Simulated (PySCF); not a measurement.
## Correlation energy of Ar³⁺ (argon, charge +3)

[Ne] 3s2 3p3, high-spin 4S determinant. All numbers are calculated (PySCF 2.14, the non-relativistic Hamiltonian (point nucleus), in aug-cc-pwCVQZ (10s9p7d5f3g, 134 functions)). Frozen: [Ne]; 5 electrons correlated.

MP2 pair energies summed by pair of shells (mhartree):

| pair | energy | share (%) |
| --- | --- | --- |
| 3s-3p | -74.98 | 67.2 |
| 3p-3p | -24.96 | 22.4 |
| 3s-3s | -11.58 | 10.4 |

Total MP2 correlation energy: -111.52 mhartree.

Same-spin part -28.88 and opposite-spin part -82.63 mhartree; SCS-MP2 scales them by 1/3 and 6/5 to -108.79 mhartree.
